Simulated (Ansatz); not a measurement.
A run for Ansatz (a first-principles code): R-CCSD(T)/cc-pV(Q+d)Z on CH4ClFSi (SMILES C[SiH](F)Cl). The basis file is the Basis Set Exchange's JSON of that set.

Ansatz 0.2 input:
```yaml
crystal:
  periodic: [false, false, false]
  atoms:
    - {symbol: Si, position_ang: [-0.81578206, 0.16554202, 0.10572242]}
    - {symbol: F, position_ang: [-1.36209862, -0.57461244, 1.41459775]}
    - {symbol: C, position_ang: [1.00942468, -0.08918744, -0.02877721]}
    - {symbol: Cl, position_ang: [-1.77126163, -0.65915888, -1.51877396]}
    - {symbol: H, position_ang: [-1.22109812, 1.57735471, 0.19757759]}
    - {symbol: H, position_ang: [1.39800452, 0.40644090, -0.92026927]}
    - {symbol: H, position_ang: [1.24704632, -1.15201098, -0.09566323]}
    - {symbol: H, position_ang: [1.51586491, 0.32563211, 0.84548592]}
basis:
  gaussian:
    orbitals: cc-pV_Q+d_Z.json
magnetization: {spin_polarized: false}
correlation: {method: ccsd_t, electrons: outside_noble_gas}
scf: {lower_state_search: off}
```

The log:

```
WARN ansatz: RAYON_NUM_THREADS=4 ignored (pool sized by the plan → 4); use --threads N
Functional definition: HF
these checks for a lower state are left out or cut short: stability, starts, cluster_reference, orbital_swaps, neighbouring_geometries, increment
integrals: 4.55 GiB planned
2131 factors; integrals over basis functions are off by at most 9.9e-4 eV
mean field: 1.82 GiB planned
mean field evaluation 1: about -24169.6275 eV, gradient 3.5e1 eV
mean field evaluation 2: about -24169.7486 eV, gradient 3.5e1 eV
mean field evaluation 4: about -24172.3858 eV, gradient 3.2e0 eV
mean field evaluation 8: about -24172.4249 eV, gradient 1.9e-1 eV
mean field -24172.42506918 eV, -888.3202366340 hartree, gradient 6.0e-6 eV, S^2 0.000000; 0 other end points of the search recorded, 0 dependent functions left out
12 core orbitals not correlated
reference -24172.42506918 eV, -888.3202366340 hartree; 13, 13 occupied and 333, 333 virtual orbitals, 2131 factors
second order -21.84251991 eV of doubles, -0.00000000 eV of singles
coupled cluster: 6.20 GiB planned
cycle   1  -22.22093674 eV  change   -3.8e-1 eV  update   8.6e-2
cycle   2  -22.65683643 eV  change   -4.4e-1 eV  update   2.5e-2
cycle   3  -22.75350201 eV  change   -9.7e-2 eV  update   1.2e-2
cycle   4  -22.74376628 eV  change    9.7e-3 eV  update   2.3e-3
cycle   5  -22.74234219 eV  change    1.4e-3 eV  update   9.4e-4
cycle   6  -22.74269155 eV  change   -3.5e-4 eV  update   2.6e-4
cycle   7  -22.74254383 eV  change    1.5e-4 eV  update   9.1e-5
cycle   8  -22.74250774 eV  change    3.6e-5 eV  update   2.6e-5
cycle   9  -22.74252050 eV  change   -1.3e-5 eV  update   1.1e-5
perturbative correction -0.86848534 eV, -0.0319162475 hartree
Total energy: -24196.03607501 eV, -889.1879250943 hartree
Checks for a lower state left out: stability, starts, cluster_reference, orbital_swaps, neighbouring_geometries, increment
```

The run converged.

Cost: very roughly 50 core-minutes.
